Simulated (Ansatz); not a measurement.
Isolated molecules relaxed with PBE0-D4/def2-TZVP in Ansatz; ΔE leaves out vibrations. CCSD(T)/CBS is the MP2 limit (def2-TZVPP, def2-QZVPP) plus CCSD(T) − MP2 in def2-TZVPP, frozen cores. Functionals use def2-TZVPP. HSE06 is defined as in plane-wave codes. For Ge outer-core shells are correlated without core-valence functions, which leaves a few kJ/mol of doubt a bond. Scalar relativity is left out up to krypton. Each species was taken in one conformer, which may not be the lowest.

Consider the silylene formation by 1,1-elimination: `CO[SiH](Cl)[GeH3]` → `CO[Si]Cl` + GeH₄.

```
             level  ΔE (kcal/mol)  difference from CCSD(T)/CBS
           BLYP-D4           25.1                         -7.0
           PBE0-D4           33.9                          1.8
        r2SCANh-D4           34.9                          2.8
            B2PLYP           28.2                         -3.9
               PBE           28.0                         -4.1
           r2SCAN0           35.1                          3.0
             HSE06           31.9                         -0.2
    MP2/def2-TZVPP           33.1                          1.0
SCS-MP2/def2-TZVPP           31.0                         -1.1
     MP2/CBS(def2)           34.6                          2.5
       CCSD(T)/CBS           32.1                            0
```

Largest T1 diagnostic among the species: 0.014.

From r2SCAN to r2SCAN0 (25 % exact exchange), in def2-TZVPP and without D4, ΔE moves by +1.5 kcal/mol. At CCSD(T), def2-SVP lies −5.6 kcal/mol from the extrapolated value and def2-TZVPP −1.5 kcal/mol.
